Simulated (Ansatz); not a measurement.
This geometry of CH₆BClOSi (11 atoms, charge 0, multiplicity 1) is a first-order saddle point.

Computed with Ansatz, RKS PBE0-D4/6-31G.

```xyz
11
Properties=species:S:1:pos:R:3
B -0.586 1.456 0.611
C -0.474 -0.049 0.179
O -1.582 -0.793 0.217
Si 1.217 -0.909 -0.279
Cl -0.605 1.601 -1.467
H -1.644 1.817 1.027
H 0.425 1.975 0.983
H -1.511 -1.689 -0.171
H 2.254 -0.392 0.664
H 1.602 -0.696 -1.705
H 0.970 -2.379 -0.040
```

(1) Which two structures does it join? (They come from a converged band through this point; their orientation in space is the band's.)

(2) How far does it lie above each of them?

Results:

(1) No bond is made or broken. The dihedral O3–C2–Si4–H10 goes from 162 to 39°. The two ends are copies of one structure, up to a mirror image or an exchange of like atoms.

Image 0:

```xyz
11
Properties=species:S:1:pos:R:3
B -0.644 1.547 0.060
C -0.389 0.023 0.336
O -1.300 -0.649 1.047
Si 1.238 -0.877 -0.213
Cl -1.221 0.624 -1.733
H -1.611 2.035 0.559
H 0.316 2.212 -0.194
H -1.204 -1.623 1.054
H 2.101 -0.925 1.018
H 1.905 -0.137 -1.319
H 0.874 -2.287 -0.594
```

Image 6:

```xyz
11
Properties=species:S:1:pos:R:3
B -0.589 1.291 0.896
C -0.503 -0.053 0.088
O -1.647 -0.649 -0.264
Si 1.183 -0.922 -0.307
Cl -0.201 1.923 -1.066
H -1.675 1.672 1.206
H 0.371 1.585 1.546
H -1.566 -1.382 -0.908
H 2.310 0.047 -0.217
H 1.066 -1.552 -1.668
H 1.315 -2.018 0.715
```

(2) 0.076 eV above the first and 0.076 eV above the second. This is the barrier of this one path; another mechanism may lie lower. Limits of this set-up: no polarisation functions.

The run took 2.2 min on 1 thread of Arm Neoverse V2 (shared host), peak memory 0.15 GiB.
